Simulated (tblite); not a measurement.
Compound: C₈H₁₂N₂.
Geometry (GFN2-xTB, Å), atoms numbered from 1 in this order:
```
atom  x, y, z in Å
C1     3.8353   -0.1900    1.9923
C2     3.1928   -0.0306    0.9957
C3     2.3889    0.1357   -0.2011
N4     1.0288    0.4788    0.1398
C5     0.1984   -0.5332    0.7966
C6    -1.2292   -0.1577    0.3665
C7    -2.0671   -1.3416   -0.1034
C8    -0.9208    0.8501   -0.7323
C9    -1.9613    1.4873   -1.5759
N10    0.3194    1.1238   -0.8210
H11    4.4143   -0.3161    2.8579
H12    2.4405   -0.7954   -0.7962
H13    2.7867    0.9583   -0.8023
H14    0.4690   -1.5397    0.4436
H15    0.3569   -0.4896    1.8753
H16   -1.7565    0.3513    1.1817
H17   -1.6003   -1.8254   -0.9596
H18   -3.0625   -1.0121   -0.3915
H19   -2.1658   -2.0733    0.6961
H20   -2.4566    0.7423   -2.1984
H21   -2.7178    1.9605   -0.9497
H22   -1.5035    2.2359   -2.2157
```

Computed with GFN2-xTB (tblite): harmonic, unscaled wavenumbers at the GFN2-xTB geometry, gas phase. Errors from tens to a few hundred cm⁻¹ against measured bands are possible. One conformer, not necessarily the lowest.

Harmonic wavenumbers (cm⁻¹): 39.9, 71.6, 92.9, 126.9, 186.7, 205.1, 238.3, 253.1, 301.1, 313.8, 378.3, 397.7, 438.8, 562.1, 606.5, 638.2, 638.8, 717.3, 807.9, 906.5, 929.6, 950.0, 957.6, 991.9, 1007.8, 1023.9, 1065.5, 1111.4, 1117.5, 1144.8, 1165.6, 1185.3, 1218.2, 1238.4, 1289.0, 1305.2, 1309.7, 1337.9, 1394.4, 1408.9, 1424.1, 1467.6, 1471.1, 1484.1, 1502.2, 1503.7, 1698.0, 2293.9, 2785.4, 2859.9, 2911.3, 2963.2, 2977.2, 2991.1, 3005.8, 3023.2, 3027.6, 3039.5, 3060.7, 3396.5.

A = 2970, B = 771.8, C = 653.1 MHz; mass 136.100 u (most abundant isotopes); point group C1, symmetry number 1.

Zero-point energy?

Half the sum of the wavenumbers: 39980 cm⁻¹ = 114.31 kcal/mol.

Entropy at 400 K, 1 bar (ideal gas, RRHO, classical rotation)?

Translation 42.12, rotation 30.63, vibration 44.77: S = 117.5 cal/(mol K).

And Cp and H(400 K) − H(0)?

Cp = 53.78 cal/(mol K), of which vibrations give 45.83 (their classical limit is 60 R = 119.2); H(400 K) − H(0) = 12.47 kcal/mol without the zero-point energy, 9.29 from vibrations.

Blend soft modes into free rotors: weight 1/[1 + (100 cm⁻¹/ν̃)⁴] for the oscillator and the rest for a rotor with moment μB/(μ + B), μ = h/(8π²ν), B = 10⁻⁴⁴ kg m². What vibrational entropy results?

41.31 cal/(mol K) in place of 44.77, which changes −T·S at 400 K by +1.38 kcal/mol.

How do the functions run with temperature in this model?

| T (K) | S (cal/(mol K)) | Cp (cal/(mol K)) | H − H(0) (kcal/mol) | G − H(0) (kcal/mol) | ln q(vib) |
| --- | --- | --- | --- | --- | --- |
| 150 | 80.7 | 26.0 | 2.53 | -9.58 | 3.44 |
| 250 | 96.5 | 36.8 | 5.67 | -18.46 | 6.43 |
| 298.15 | 103.5 | 42.3 | 7.57 | -23.27 | 7.85 |
| 600 | 143.0 | 72.1 | 25.17 | -60.63 | 16.62 |
| 900 | 176.0 | 90.1 | 49.73 | -108.63 | 24.89 |

q(vib) and H(0) count from the zero-point level.

Hindered rotation and anharmonicity are outside this model. Other conformers, if any are populated, would add a mixing term that is left out. The structure is chiral; the term R ln 2 for an equal mix with its mirror image is left out.
